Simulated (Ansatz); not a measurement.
All numbers were calculated with Ansatz.

Basis-set series for C2H7NOSn (`C[O][SnH2][CH]=N`). The species carries charge 0 and has multiplicity 1. Sn: def2 effective core potential. Geometry: relaxed with PBE0-D4/def2-TZVP. It is one conformer, not always the lowest.

```
functional       basis  functions  energy (Eh)  HOMO (eV)  LUMO (eV)
   PBE0-D4  def2-TZVPP        272   -424.50349      -7.01      -0.87
   PBE0-D4  def2-QZVPP        520   -424.51788      -7.04      -0.94
   ωB97M-V  def2-TZVPP        272   -424.59874      -9.22       0.82
   ωB97M-V  def2-QZVPP        520   -424.61272      -9.25       0.61
```

Question: Give the rows for def2-SVP. (An estimate is asked.)

Answer: The calculation gave: 
```csv
functional,basis,functions,energy (Eh),HOMO (eV),LUMO (eV)
PBE0-D4,def2-SVP,117,-424.24589,-6.85,-0.62
ωB97M-V,def2-SVP,117,-424.33052,-9.03,1.41
```

Positive LUMOs are unbound and depend on the basis.
